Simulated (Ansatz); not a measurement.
Isolated molecules relaxed with PBE0-D4/def2-TZVP in Ansatz; ΔE leaves out vibrations. CBS: MP2 limit from def2 TZ/QZ plus the TZ coupled-cluster correction, frozen cores. Functionals use def2-TZVPP. B3LYP here is the variant with VWN-RPA as its local correlation; programs differ in this. One conformer a species, not always the lowest.

Reaction (redistribution): `CBB(C)F` + `N[SiH]1C[SiH2]1` → `CB[SiH]1C[SiH2]1` + `CB(N)F`

```csv
level,ΔE (kcal/mol),difference from CCSD(T)/CBS
PBE-D4,-40.9,-4.7
r2SCAN-D4,-38.5,-2.3
PBE0-D4,-38.6,-2.4
ωB97X-V,-32.1,4.1
ωB97M-V,-35.7,0.5
B3LYP,-32.8,3.4
MP2/def2-TZVPP,-39.1,-2.9
SCS-MP2/def2-TZVPP,-35.4,0.8
CCSD/def2-TZVPP,-33.7,2.5
CCSD(T)/def2-TZVPP,-36.8,-0.6
HF/def2-QZVPP,-19.8,16.4
MP2/def2-QZVPP,-38.7,-2.5
SCS-MP2/def2-QZVPP,-34.8,1.4
HF/CBS(def2),-19.8,16.4
MP2/CBS(def2),-38.5,-2.3
CCSD/CBS(def2),-33.1,3.1
CCSD(T)/CBS,-36.2,0
```

Largest T1 diagnostic among the species: 0.013.

From PBE to PBE0 (25 % exact exchange), in def2-TZVPP and without D4, ΔE moves by +2.2 kcal/mol. The D4 term adds −1.7 kcal/mol with B3LYP and −0.9 kcal/mol with PBE0; it sums over pairs of atoms, weighted by their polarisabilities, and B3LYP, whose exchange is more repulsive, gets the larger term. In def2-TZVPP, CCSD(T) changes the Hartree–Fock value by −16.7 kcal/mol (the triples alone add −3.1 kcal/mol) and MP2 by −19.0 kcal/mol.
